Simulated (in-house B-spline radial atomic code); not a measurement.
Values are calculated unless marked as measured or tabulated.
**Making a Troullier-Martins s channel for O, r_c = 1.22 bohr**

O, [He] 2s2 2p4, non-relativistic LDA (VWN5), spherical and spin-unpolarised, from an all-electron radial atomic-structure program (B-spline basis) (atomic units). The all-electron 2s level is ε = -0.871362 hartree, its outermost node lies just inside 0.29 bohr and its outer maximum at 0.87 bohr.

Inside r_c the pseudo-orbital is u(r) = r^1 exp(p(r)), with p = c0 + c2 r² + c4 r⁴ + … + c12 r¹². The seven coefficients follow from p and its first four derivatives at r_c, from zero curvature of the screened potential at the origin, c4 = −c2²/(2l + 5), and from the norm inside r_c. At r_c the all-electron orbital has P = 0.8363756, P' = -0.5583397, the screened potential V = -1.211447, V' = 2.207963, V'' = -5.615646, and the norm inside is Q = 0.6253706.

What are p, p' and p'' at r_c?

p = ln(P/r_c^1) = ln(0.8363756/1.22) = -0.37753. p' = P'/P − 1/r_c = -0.66757 − 0.81967 = -1.48724. The radial equation gives p'' = 2(V − ε) − 2(1) p'/r_c − p'² = -0.68017 − (-2.43810) − 2.21189 = -0.45396. Differentiating, p''' = 2V' + 2(1)p'/r_c² − 2(1)p''/r_c − 2p'p'' = 1.8114, and p'''' = 2V'' − 4(1)p'/r_c³ + 4(1)p''/r_c² − 2(1)p'''/r_c − 2p''² − 2p'p''' = -7.1688.

For a trial c2 the five matching conditions are linear in c0, c6, c8, c10 and c12, and c2 is varied until the norm inside r_c equals Q. The root nearest zero gives:

```tsv
n	c_n
0	0.2978649
2	-0.03285273
4	-0.0002158604
6	-1.022884
8	1.050932
10	-0.4238125
12	0.06299258
```

Check c4 and p(r_c), and find the screened pseudopotential at the origin.

−c2²/5 = -0.00021586, as listed. The terms c_n r_c^n are 0.29786, -0.04890, -0.00048, -3.37276, 5.15767, -3.09579, 0.68487, which sum to -0.37753. Inverting the radial equation, V_l(r) = ε + 1 p'/r + (p'' + p'²)/2, so V_l(0) = ε + (2l + 3) c2 = -0.871362 + 3 × (-0.0328527) = -0.9699 hartree, finite where the all-electron potential diverges.

Orbitals and screened potentials:

| r (bohr) | P | u | V all-electron | V pseudo |
| --- | --- | --- | --- | --- |
| 0.122 | -0.4127 | 0.1643 | -51.06 | -0.9746 |
| 0.305 | 0.09124 | 0.4093 | -15.02 | -1.127 |
| 0.488 | 0.604 | 0.6452 | -7.236 | -1.737 |
| 0.671 | 0.8763 | 0.8408 | -4.156 | -2.628 |
| 0.854 | 0.9568 | 0.9404 | -2.602 | -2.85 |
| 1.037 | 0.9241 | 0.9231 | -1.731 | -1.976 |
| 1.22 | 0.8364 | 0.8364 | -1.211 | -1.211 |

Logarithmic derivatives P'/P at R = 1.52 bohr, for energies E around ε:

| E − ε (hartree) | all-electron | pseudo |
| --- | --- | --- |
| -0.5 | 0.32582 | 0.322494 |
| -0.25 | -0.173829 | -0.175201 |
| -0.1 | -0.574733 | -0.575044 |
| 0 | -0.908022 | -0.908022 |
| 0.1 | -1.3179 | -1.31843 |
| 0.25 | -2.1567 | -2.16221 |
| 0.5 | -4.95278 | -5.02216 |

With P(R) = 0.6575924 and a norm of 0.7939633 inside R, what slope in energy does norm conservation fix?

d(P'/P)/dE = −2 × (norm inside R)/P(R)² = -3.6721 per hartree·bohr at E = ε, for both atoms, since orbital and norm agree at R. Differences over ±0.1 hartree give -3.7158 (all-electron) and -3.7169 (pseudo), which also hold third-order terms. Half a hartree below ε the two curves differ by -0.0033.
